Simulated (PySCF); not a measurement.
Species: C8H10OSi.
Structure used (PBE0-D3(BJ)/def2-SVP), in Å, numbered top down from 1:
```
atom  x, y, z in Å
C1    -2.3892   -0.1420   -0.6656
C2    -1.3525    0.7068   -0.6346
C3    -0.4051    0.6890    0.5403
C4     0.9816    0.3327    0.1481
C5     1.5107   -0.3307   -0.9243
C6     2.9205   -0.4158   -0.6862
C7     3.1359    0.1987    0.5087
O8     1.9676    0.6555    1.0168
Si9   -1.2393   -0.6033    1.6959
C10   -2.6078   -1.1005    0.4750
H11   -3.0792   -0.1457   -1.5172
H12   -1.1590    1.4028   -1.4583
H13   -0.3779    1.6754    1.0369
H14    0.9523   -0.7120   -1.7759
H15    3.6734   -0.8735   -1.3241
H16    4.0250    0.3912    1.1030
H17   -1.7836    0.0224    2.9399
H18   -0.3165   -1.7132    2.0746
H19   -3.6178   -0.9948    0.9058
H20   -2.5285   -2.1488    0.1384
```

Computed with PySCF at PBE0/pcSseg-1, non-relativistic, on one gas-phase PBE0-D3(BJ)/def2-SVP geometry that isn't relaxed in the solvent. The solvent is an IEF-PCM continuum (cavity from Bondi-type radii × 1.2). Specific hydrogen bonds and non-electrostatic terms are outside this model.

Gas phase at PBE0/pcSseg-1: HOMO -6.13 eV, LUMO 0.18 eV, dipole 0.99 D.

Problem. What does the continuum do to the energy, the frontier levels and the dipole at PBE0/pcSseg-1 in chloroform?

Solution. 
```csv
solvent,ε,E(solvent) − E(gas) (kcal/mol),polarisation term (kcal/mol),distortion of the solute (kcal/mol),HOMO (eV),LUMO (eV),dipole (D)
chloroform,4.711,-2.59,-2.77,0.18,-6.18,0.20,1.23
```

The polarisation term is half the interaction of the solute with the surface charges that it induces; the rest is the cost of distorting the solute's density. The sum is the electrostatic part of solvation alone.

Problem. Give the dipole vector in the frame of the coordinates (D, pointing from negative to positive charge), gas and chloroform.

Solution. Gas (-0.72, -0.45, -0.50), solvent (-0.94, -0.53, -0.59). Its length changes by +25 % and its direction by 3°.

Problem. Which Hirshfeld charges (PBE0/pcSseg-1) respond most in chloroform (means over atoms taken as equivalent)?

Solution. 
| atoms | environment | gas (e) | solvent (e) | change |
| --- | --- | --- | --- | --- |
| O8 | furan-type oxygen | -0.068 | -0.074 | -0.006 |
| H16 | aromatic hydrogen | +0.061 | +0.067 | +0.006 |
| C5 | aromatic CH carbon | -0.102 | -0.107 | -0.005 |
| H15 | aromatic hydrogen | +0.055 | +0.060 | +0.005 |
| C6 | aromatic CH carbon | -0.094 | -0.098 | -0.004 |
| H19 | methylene hydrogen | +0.043 | +0.047 | +0.004 |

Hardware: Arm Neoverse V1, one thread, no GPU, shared host. Cost: 48 s of wall time, 1.2 GiB resident at most. This is the whole shielding run at PBE0/pcSseg-1 in chloroform, SCF included.
